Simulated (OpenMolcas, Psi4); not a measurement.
# How methods differ on CH4ClGa (SMILES [CH3][GaH][Cl])

CH4ClGa has 7 atoms, charge 0, and is taken as a singlet. SMILES: `[CH3][GaH][Cl]`. The coordinates come from a PBE0-D4/def2-TZVP relaxation.

Each level gives the dipole moment (D). The values are calculated.

```csv
level,kind,program,value (D),CPU time
HF/def2-SVP,Hartree–Fock,OpenMolcas,2.63,12 s
SVWN5/def2-SVP,LDA,OpenMolcas,2.30,30 s
revPBE/def2-SVP,GGA,OpenMolcas,2.33,47 s
M06-L/def2-SVP,meta-GGA,OpenMolcas,2.58,53 s
TPSS/def2-SVP,meta-GGA,OpenMolcas,2.39,55 s
B3LYP/def2-SVP,global hybrid,OpenMolcas,2.36,43 s
PBE0/def2-SVP,global hybrid,OpenMolcas,2.46,41 s
TPSSh-D3(BJ)/def2-SVP (density fitting),hybrid meta-GGA,Psi4,2.44,20 s
```

All-electron rows without a relativistic Hamiltonian named are non-relativistic. The values span 2.30 to 2.63 D. Magnitudes only. CPU times are rough (shared hosts, several kinds of processor): they show what a rung costs within a factor of a few.
